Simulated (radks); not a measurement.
Question: These are the eigenvalues of the occupied orbitals of an atom or ion with whole-number occupations (Ry). Method: Dirac Kohn-Sham, LDA (Slater exchange, Perdew-Wang correlation), spin-unpolarised, spherical densities, finite nucleus; Fermi nuclear charge, rms radius of each element as measured or else 0.836 A^(1/3) + 0.57 fm; computed with a radial shooting solver on a logarithmic mesh with Libxc functionals.

1s1/2: -3675.602
2s1/2: -607.5475
2p1/2: -577.2318
2p3/2: -526.1492
3s1/2: -135.4427
3p1/2: -122.2613
3p3/2: -111.7875
3d3/2: -88.91764
3d5/2: -86.63333
4s1/2: -28.05705
4p1/2: -22.92455
4p3/2: -20.58026
4d3/2: -12.10284
4d5/2: -11.67898
5s1/2: -4.67908
5p1/2: -3.25642
5p3/2: -2.92962
4f5/2: -1.70458
4f7/2: -1.64869
5d3/2: -1.14778
5d5/2: -1.12099

Which element is it, and in what charge state? The configuration may be excited. Open shells, if any, are shared by 2j + 1.

Answer: Z = 64, gadolinium, charge +2: Gd2+ in [Xe] 4f7 5d1. The list shows which subshells hold electrons but not how many an open one holds; the 1s level, -1837.8 hartree, gives Z - s = 60.6 by -(Z - s)^2/2, which with screening and relativity narrows Z to a few neighbours, and the depths of the outer levels then fix element, charge and occupations together.
